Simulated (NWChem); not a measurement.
System: BCl cation, doublet

Excerpt of the output:

```
             Northwest Computational Chemistry Package (NWChem) 7.3.0
             --------------------------------------------------------

 ORDER OF PRIMARY AXIS IS BEING SET TO 4
 C4V symmetry detected

                             Geometry "geometry" -> ""
                             -------------------------

 Output coordinates in angstroms (scale by  1.889725989 to convert to a.u.)

  No.       Tag          Charge          X              Y              Z
 ---- ---------------- ---------- -------------- -------------- --------------
    1 B                    5.0000     0.00000000     0.00000000    -1.23919800
    2 Cl                  17.0000     0.00000000     0.00000000     0.36447000

 Effective nuclear repulsion energy (a.u.)      28.0482407612

      Symmetry information
      --------------------

 Group name             C4v
 Group number             18
 Group order               8
 No. of unique centers     2

                                Z-matrix (autoz)
                                --------

 Units are Angstrom for bonds and degrees for angles

      Type          Name      I     J     K     L     M      Value
      ----------- --------  ----- ----- ----- ----- ----- ----------
    1 Stretch                  1     2                       1.60367

  xc_inp: hfexch multiplicative factor not found.

                           NWChem Geometry Optimization
                           ----------------------------

 maximum gradient threshold         (gmax) =   0.000450
 rms gradient threshold             (grms) =   0.000300
 maximum cartesian step threshold   (xmax) =   0.001800
 rms cartesian step threshold       (xrms) =   0.001200
 fixed trust radius                (trust) =   0.300000
 source of zmatrix                         =   autoz

          -------------------
          Energy Minimization
          -------------------

 Using diagonal initial Hessian
 Scaling for Hessian diagonals: bonds = 1.00  angles = 0.25  torsions = 0.10

          --------
          Step   0

                                 NWChem DFT Module
                                 -----------------

 Summary of "ao basis" -> "ao basis" (spherical)
 ------------------------------------------------------------------------------
       Tag                 Description            Shells   Functions and Types
 ---------------- ------------------------------  ------  ---------------------
 B                          pcseg-2                 10       30   4s3p2d1f
 Cl                         pcseg-2                 12       34   5s4p2d1f

      Symmetry analysis of basis
      --------------------------

        a1         22
        a2          0
        b1          6
        b2          6
        e          30

            General Information
            -------------------
          SCF calculation type: DFT
          Wavefunction type:  spin polarized.
          No. of atoms     :     2
          No. of electrons :    21
           Alpha electrons :    11
            Beta electrons :    10
          Charge           :     1
          Spin multiplicity:     2
          Use of symmetry is: on ; symmetry adaption is: on
          Maximum number of iterations: 150
          AO basis - number of functions:    64
                     number of shells:    22
          Convergence on energy requested:  1.00D-06
          Convergence on density requested:  1.00D-05
          Convergence on gradient requested:  5.00D-04

              XC Information
              --------------
                     Hartree-Fock (Exact) Exchange  1.000

      Superposition of Atomic Density Guess
      -------------------------------------

 Sum of atomic energies:        -484.01136658

 Renormalizing density from      22.00 to     21

      Non-variational initial energy
      ------------------------------

 Total energy =    -470.278378
 1-e energy   =    -690.081142
 2-e energy   =     191.754523
 HOMO         =      -0.600311
 LUMO         =      -0.316129

   Symmetry analysis of molecular orbitals - initial alpha
   -------------------------------------------------------

 !! scf_movecs_sym_adapt:   12 vectors were symmetry contaminated

  Symmetry fudging

 !! scf_movecs_sym_adapt:   10 vectors were symmetry contaminated

  Numbering of irreducible representations:

     1 a1          2 a2          3 b1          4 b2          5 e

  Orbital symmetries:

     1 a1          2 a1          3 a1          4 e           5 e
     6 a1          7 a1          8 a1          9 e          10 e
    11 a1         12 e          13 e          14 a1         15 a1
    16 e          17 e          18 a1         19 a1         20 e
    21 e

   Symmetry analysis of molecular orbitals - initial beta
   ------------------------------------------------------

 !! scf_movecs_sym_adapt:   12 vectors were symmetry contaminated

  Symmetry fudging

 !! scf_movecs_sym_adapt:   10 vectors were symmetry contaminated

  Numbering of irreducible representations:

     1 a1          2 a2          3 b1          4 b2          5 e

  Orbital symmetries:

[...]

      ----------------------
      Optimization converged
      ----------------------

  Step       Energy      Delta E   Gmax     Grms     Xrms     Xmax
  ---- ---------------- -------- -------- -------- -------- --------
@    2    -483.82553032 -2.1D-07  0.00004  0.00004  0.00014  0.00024
                                     ok       ok       ok       ok

                                Z-matrix (autoz)
                                --------

 Units are Angstrom for bonds and degrees for angles

      Type          Name      I     J     K     L     M      Value     Gradient
      ----------- --------  ----- ----- ----- ----- ----- ---------- ----------
    1 Stretch                  1     2                       1.59203    0.00004

                         Geometry "geometry" -> "geometry"
                         ---------------------------------

 Output coordinates in angstroms (scale by  1.889725989 to convert to a.u.)

  No.       Tag          Charge          X              Y              Z
 ---- ---------------- ---------- -------------- -------------- --------------
    1 B                    5.0000     0.00000000     0.00000000    -1.23337758
    2 Cl                  17.0000     0.00000000     0.00000000     0.35864958

 Effective nuclear repulsion energy (a.u.)      28.2533285184

      Symmetry information
      --------------------

 Group name             C4v
 Group number             18
 Group order               8
 No. of unique centers     2

                Final and change from initial internal coordinates
                --------------------------------------------------

                                Z-matrix (autoz)
                                --------

 Units are Angstrom for bonds and degrees for angles

      Type          Name      I     J     K     L     M      Value       Change
      ----------- --------  ----- ----- ----- ----- ----- ---------- ----------
    1 Stretch                  1     2                       1.59203   -0.01164

 ==============================================================================
                                internuclear distances
 ------------------------------------------------------------------------------
       center one      |      center two      | atomic units |  angstroms
 ------------------------------------------------------------------------------
    2 Cl               |   1 B                |     3.00850  |     1.59203
 ------------------------------------------------------------------------------
                         number of included internuclear distances:          1
 ==============================================================================

[second-derivative integrals and response iterations left out]

  Vibrational analysis via the FX method

  See chapter 2 in "Molecular Vibrations" by Wilson, Decius and Cross

  Vib: Default input used

[...]

 Rotational Constants
 --------------------
 A=   0.000000 cm-1  (  0.000000 K)
 B=   0.794345 cm-1  (  1.142860 K)
 C=   0.794345 cm-1  (  1.142860 K)

 Temperature                      =   298.15K
 frequency scaling parameter      =   1.0000

 Linear Molecule

 Zero-Point correction to Energy  =    1.692 kcal/mol  (  0.002696 au)
 Thermal correction to Energy     =    3.184 kcal/mol  (  0.005073 au)
 Thermal correction to Enthalpy   =    3.776 kcal/mol  (  0.006017 au)

 Total Entropy                    =   50.468 cal/mol-K
   - Translational                =   37.385 cal/mol-K (mol. weight =  45.9782)
   - Rotational                   =   13.038 cal/mol-K (symmetry #  =        1)
   - Vibrational                  =    0.044 cal/mol-K

 Cv (constant volume heat capacity) =    5.181 cal/mol-K
   - Translational                  =    2.979 cal/mol-K
   - Rotational                     =    1.986 cal/mol-K
   - Vibrational                    =    0.215 cal/mol-K

[normal modes left out]

 ----------------------------------------------------------------------------
 Normal Eigenvalue ||           Projected Infra Red Intensities
  Mode   [cm**-1]  || [atomic units] [(debye/angs)**2] [(KM/mol)] [arbitrary]
 ------ ---------- || -------------- ----------------- ---------- -----------
    1        0.000 ||    0.039991           0.923        38.986       6.859
    2        0.000 ||    0.039991           0.923        38.986       6.859
    3        0.000 ||    0.003237           0.075         3.156       0.555
    4        0.000 ||    0.003237           0.075         3.156       0.555
    5        0.000 ||    0.021749           0.502        21.202       3.730
    6     1183.969 ||    0.241621           5.574       235.544      41.441
 ----------------------------------------------------------------------------
```

Level: UHF/pcseg-2. No stability test was run on the SCF state.

Problem. Which NWChem input produces such a log?

Solution. One answer among several that fit: the input that was run:
```
start job
memory heap 200 mb stack 900 mb global 1100 mb
charge 1
geometry units angstroms
  B      0.000000     0.000000    -1.213359
  Cl     0.000000     0.000000     0.390309
end
basis spherical
  * library pcseg-2
end
dft
  odft
  mult 2
  xc hfexch
  iterations 150
end
driver
  maxiter 120
end
task dft optimize
task dft freq
```
